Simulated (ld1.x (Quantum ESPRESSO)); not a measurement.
## What one change does to a pseudopotential (Cu, RRKJ)

```json
{
 "Element": "Cu (Z = 29)",
 "Generator": "ld1.x (Quantum ESPRESSO) 7.5",
 "Type": "norm-conserving RRKJ (Kleinman–Bylander form)",
 "Functional": "revPBE",
 "Relativity": "scalar-relativistic",
 "Frozen core": "[Ar]",
 "Valence charge": "11",
 "Reference configuration": "3d9 4s0 4p0 (charge +2)",
 "Partial waves": "4p (bound, empty): rc 2.60 bohr; 3d (bound): rc 0.70 bohr; 4s (bound, empty): rc 1.95 bohr",
 "Local potential": "the s channel",
 "Core correction": "none"
}
```

Change: core correction a·sin(br)/r model core inside 0.74 bohr.

Cutoffs: the cutoffs (Ry, on a coarse ladder) from which the occupation-weighted sum of valence levels, in a spherical-Bessel basis at the reference potential, stays within 10 and 1 mRy of its value at 400 Ry; they do not see the model core or the augmentation charge, which bear on the density cutoff. Errors are all-electron minus pseudo energies relative to the spin-unpolarised reference configuration.

Q: How do hardness, ghosts and transferability respond?

A: Of the 7 tests that both files solve, the error grows in 5 and shrinks in 2 by more than 15 % and 0.3 meV (median size 136.5 → 236.4 meV); neither file shows a bound ghost. A model core, the more so a compact one, raises the density cutoff, which this test does not measure.

| quantity | base | changed |
| --- | --- | --- |
| cutoff, loose | over 300 Ry | over 300 Ry |
| cutoff, tight | over 300 Ry | over 300 Ry |
| bound ghosts | none | none |
| error for 3d10 4s1 4p0, meV [ΔE -29.22 eV] | -47 | -187 |
| error for 3d10 4s0 4p0, meV [ΔE -21.21 eV] | -238 | -297 |
| error for 3d8 4s0 4p0, meV [ΔE 38.90 eV] | -510 | -605 |
| error for 3d7 4s0 4p0, meV [ΔE 98.50 eV] | -2452 | -2902 |
| error for 3d9 4s1 4p1, meV [ΔE -22.42 eV] | +84 | -25 |
| error for 3d10 4s0.5 4p0, meV [ΔE -26.12 eV] | -137 | -236 |
| error for 3d9 4s2 4p0, meV [ΔE -27.23 eV] | +117 | -49 |
| s: phases at 2.86 bohr within 0.05 rad from the reference energy up to (Ry; the scan ends near 5) | 1.0 | 1.0 |
| p: phases at 2.86 bohr within 0.05 rad from the reference energy up to (Ry; the scan ends near 5) | 2.7 | 2.7 |
| d: phases at 2.86 bohr within 0.05 rad from the reference energy up to (Ry; the scan ends near 5) | -0.7 | -0.7 |
